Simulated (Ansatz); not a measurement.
Species: C$_{5}$H$_{14}$O$_{3}$Si, SMILES `CC[Si](OC)(OC)OC` (charge 0, multiplicity 1).

Q: Give a relaxed geometry from B3LYP-D3(BJ)/def2-SVP in Ansatz (a first-principles code).

A: This is not unique; one that fits is the end point of this relaxation, one of several conformers (outside a Z-matrix the atoms follow the SMILES, hydrogens last).
Z-matrix (Å, degrees):
```
Si
O 1 1.6544
C 2 1.4120 1 124.56
H 3 1.1012 2 108.70 1 -174.31
H 3 1.1037 4 108.69 2 -121.42
H 3 1.1053 4 108.29 5 -117.19
O 1 1.6557 2 107.31 3 47.86
C 7 1.4087 1 126.36 2 -160.75
H 8 1.1016 7 108.82 1 166.58
H 8 1.1038 9 108.60 7 121.77
H 8 1.1064 9 107.85 10 117.02
O 1 1.6652 2 111.82 3 -66.92
C 12 1.4075 1 125.28 2 -62.52
H 13 1.1016 12 108.94 1 171.30
H 13 1.1056 14 108.08 12 121.88
H 13 1.1063 14 107.85 15 116.45
C 1 1.8628 2 106.90 3 169.88
H 17 1.1047 1 108.45 2 63.52
H 17 1.1050 18 105.74 1 -115.39
C 17 1.5356 18 110.49 19 -119.86
H 20 1.1010 17 110.77 18 -61.46
H 20 1.1018 21 107.17 17 121.27
H 20 1.1019 21 107.97 22 115.88
```
